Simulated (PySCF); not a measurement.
## Ionisation energy of Ar⁷⁺ by level of theory

Ar⁷⁺ [Ne] 3s1 (2S) → Ar⁸⁺ [Ne] (1S), as a difference of total energies. Calculation: PySCF 2.14, in an even-tempered Gaussian basis (17 s from 0.25 bohr⁻², ratio 2.5; 12 p from 0.33 bohr⁻², ratio 2.5; 5 d from 1.6 bohr⁻², ratio 2.7; 5 f from 2.3 bohr⁻², ratio 2.7); the non-relativistic Hamiltonian (point nucleus). Correlated levels: outer shells: 1s2 frozen; virtual orbitals above 40 to 60 times the deepest correlated orbital energy dropped. The calculations carry no spin-orbit coupling.

```json
{"method": "UHF", "ionisation energy (eV)": "142.44"}
{"method": "LDA", "ionisation energy (eV)": "143.68"}
{"method": "PBE", "ionisation energy (eV)": "143.89"}
{"method": "PBE0", "ionisation energy (eV)": "143.61"}
{"method": "r2SCAN", "ionisation energy (eV)": "142.78"}
{"method": "PW91", "ionisation energy (eV)": "144.00"}
{"method": "PBEsol", "ionisation energy (eV)": "143.43"}
{"method": "MP2 (outer shells)", "ionisation energy (eV)": "142.92"}
{"method": "SCS-MP2 (outer shells)", "ionisation energy (eV)": "142.83"}
```

How much does correlation contribute at MP2 (outer shells)?

142.92 − (142.44) = 0.48 eV, measured against UHF.

These non-relativistic numbers lack the scalar-relativistic shift.

For comparison: 143.46 eV (semi-empirical (NIST evaluation); NIST Atomic Spectra Database, ionization energies).
